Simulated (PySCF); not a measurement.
# Dipole moment and polarisability of `O=Cc1ccc(S)cc1`

C7H6OS.
Geometry (GFN2-xTB, Å), atoms numbered from 1 in this order:
```
atom  x, y, z in Å
O1    -3.1435    1.0240    1.0002
C2    -2.5475    0.0192    0.7017
C3    -1.1392   -0.0441    0.3063
C4    -0.5392   -1.2611   -0.0238
C5     0.7865   -1.3056   -0.3943
C6     1.5356   -0.1310   -0.4404
S7     3.2253   -0.2456   -0.9150
C8     0.9469    1.0888   -0.1160
C9    -0.3790    1.1269    0.2532
H10   -3.0543   -0.9670    0.7074
H11   -1.1195   -2.1717    0.0119
H12    1.2579   -2.2424   -0.6503
H13    3.4930    1.0564   -0.8184
H14    1.5275    1.9994   -0.1544
H15   -0.8548    2.0616    0.5099
```

Level: PBE0/def2-SVPD (PySCF), static field, nuclei fixed, core orbitals frozen in the response. The polarisability tensor in these axes (au):

```
x   163.12  -3.64 -28.40
y    -3.64 101.58   6.42
z   -28.40   6.42  69.93
```

**Question.** Give the principal values, the mean and the anisotropy Δα = √{½[(α1 − α2)² + (α2 − α3)² + (α1 − α3)²]}.

**Answer.** Principal values 61.28, 101.86 and 171.49 au; mean 111.54 au = 16.53 Å³ = 18.39 × 10⁻⁴⁰ C²·m²/J; Δα = 96.54 au (87 % of the mean).

**Question.** What is the dipole moment, and where does it point?

**Answer.** (2.53, -1.10, -0.85) D, 2.89 D in size, pointing from the negative to the positive side. Measured along this direction, the outermost atoms are O1 at the negative end and S7 at the positive end.

**Question.** What molar refraction does this α imply?

**Answer.** Lorentz–Lorenz: R = (4π/3)N_A α = 2.5225 cm³/(mol·Å³) × 16.53 Å³ = 41.7 cm³/mol, in the limit of long wavelengths.

**Question.** Form Σ f/ω² (atomic units) for the 6 lowest TDDFT singlets, given as eV and f, and set it beside the mean polarisability, which is this sum over all singlets: 3.73, 0.0001; 4.41, 0.4288; 4.74, 0.0068; 5.28, 0.0011; 5.49, 0.0920; 5.60, 0.0000.

**Answer.** They add up to 18.88 au, 16.9 % of the 111.54 au; the largest single term is 16.36 au, from the state at 4.41 eV. Terms in order: 0.01, 16.36, 0.22, 0.03, 2.26, 0.00 au. Higher excitations give the rest. The strengths listed sum to 0.529.

**Question.** Traceless (Buckingham) quadrupole moment about the centre of nuclear charge: eigenvalues?

**Answer.** -19.51, -1.42, 20.92 D·Å. The values depend on the origin, since the dipole doesn't vanish. The electronic extent ⟨r²⟩ about the same centre is 1685 bohr², a root-mean-square distance of 2.56 Å for the 72 electrons.

Isolated species at its GFN2-xTB geometry (one conformer only).
